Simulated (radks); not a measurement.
The numbers below are computed, except where a source is named.
I2+, configuration [Kr] 4d10 5s1 5p3 6p1 (not the ground configuration). Level of theory: scalar-relativistic Kohn-Sham, BLYP, spin-unpolarised, spherical densities, finite nucleus; Fermi nuclear charge, rms radius 4.75 fm (a radial shooting solver on a logarithmic mesh with Libxc functionals). Some entries of the table are withheld. Estimate them.

orbital,occ.,eigenvalue (hartree),<1/r> (bohr^-1)
1s,2,-1213.283,56.83
2s,2,-188.3155,13.02
2p,6,-169.1459,12.46
3s,2,(1),4.667
3p,6,-32.59116,4.437
3d,10,-23.28135,4.200
4s,2,-7.63003,1.889
4p,6,-5.68084,1.730
4d,10,-2.83550,1.449
5s,1,-1.51113,0.7154
5p,3,-1.06341,0.6089
6p,1,-0.37352,(2)

Answer. 
(1) 3s eigenvalue (hartree): -38.80327
(2) 6p <1/r> (bohr^-1): 0.2641
